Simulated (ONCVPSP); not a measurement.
# Before and after: ONCV potential for Li (Z = 3)

lithium, optimised norm-conserving Vanderbilt (ONCV), made with ONCVPSP 4.0.1 (PW91, scalar-relativistic). Core none, reference 1s2 2s0.75 2p0.25. Waves: 1s+2s: rc 1.10 bohr, ncon 3, nbas 6, qcut 9.3 1/bohr, 2 projectors; 2p: rc 4.00 bohr, ncon 4, nbas 7, qcut 1.9 1/bohr, 2 projectors, debl 0.8 Ha; d scattering state at 0.23 Ha: rc 3.75 bohr, ncon 4, nbas 8, qcut 2.6 1/bohr, 2 projectors, debl 1.2 Ha. Local part: polynomial inside 1.10 bohr (lpopt 5, dvloc0 4 Ha). Core correction: none.

All-electron outer shells of the reference configuration (PW91, scalar-relativistic, ld1.x):

```tsv
shell	level (eV)	outermost node (bohr)	outermost maximum (bohr)
1s	-52.44	–	0.36
2s	-3.03	0.83	3.12
2p	-1.24	–	3.86
```

Change: local potential polynomial inside 0.75 bohr (lpopt 5, dvloc0 0 Ha).

Cutoffs: the cutoffs (Ha) at which the residual kinetic energy of the hardest occupied pseudo-wave falls to 1 and 0.1 mHa per electron; they do not see the model core or the augmentation charge, which bear on the density cutoff. Errors are all-electron minus pseudo energies relative to the spin-unpolarised reference configuration.

**Question.** How do hardness, ghosts and transferability respond?

**Answer.** The potential gets neither clearly harder nor softer (34 Ha and 40 Ha → 34 Ha and 40 Ha); a bound ghost appears in p, which as a rule spoils a file; the lowest positive-energy flag moves from d at 37.7 eV to d at 277.6 eV; the errors of the 4 common tests hardly move; the range in which the p phases agree narrows (upper end 3.4 → 0.4); the range in which the d phases agree widens (upper end 1.1 → 2.8). In the separable form a ghost depends on how the local part lies against the semilocal potential of the channel, so the choice of the local part can create or remove one.

```tsv
quantity	base	changed
cutoff, loose	34 Ha	34 Ha
cutoff, tight	40 Ha	40 Ha
bound ghosts	none	p
GHOST(+) flags under 300 eV	d at 37.7 eV	d at 277.6 eV
error for 1s2 2s1 2p0, meV [ΔE -0.45 eV]	-0.9	-0.9
error for 1s2 2s0 2p0, meV [ΔE 4.90 eV]	+8.7	+8.7
error for 1s2 2s0.5 2p0, meV [ΔE 1.61 eV]	+2.7	+2.7
error for 1s2 2s0 2p1, meV [ΔE 1.34 eV]	-10	-10
s: phases at 1.12 bohr within 0.05 rad from the reference energy up to (Ha; the scan ends near 5)	to the end of the scan	to the end of the scan
p: phases at 4.07 bohr within 0.05 rad from the reference energy up to (Ha; the scan ends near 5)	3.4	0.4
d: phases at 3.81 bohr within 0.05 rad from the reference energy up to (Ha; the scan ends near 5)	1.1	2.8
```

 A true bound ghost makes a file unfit for plane-wave use even where its test errors are small: the radial tests pick states by their node count and pass the ghost by.
